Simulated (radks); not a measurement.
The selenium ion Se3+, 31 electrons, occupied as [Ar] 3d10 4s2 7s1 (not the ground configuration). All-electron calculation, Dirac Kohn-Sham, PBE, spin-unpolarised, spherical densities, point nucleus. Program: a radial shooting solver on a logarithmic mesh with Libxc functionals. Some entries of the table are withheld. Estimate them.

orbital,occ.,eigenvalue (hartree),<r> (bohr)
1s1/2,2,(1),(2)
2s1/2,2,-60.81085,0.1957
2p1/2,2,-54.73893,0.1685
2p3/2,4,-53.20365,0.1723
3s1/2,2,-9.59837,0.5734
3p1/2,2,(3),0.5814
3p3/2,4,(4),0.5919
3d3/2,4,-3.71848,0.6213
3d5/2,6,-3.68523,0.6254
4s1/2,2,-2.13903,1.592
7s1/2,1,(5),9.508

Answer. 
(1) 1s1/2 eigenvalue (hartree): -461.2096
(2) 1s1/2 <r> (bohr): 0.04408
(3) 3p1/2 eigenvalue (hartree): -7.52004
(4) 3p3/2 eigenvalue (hartree): -7.30366
(5) 7s1/2 eigenvalue (hartree): -0.28965
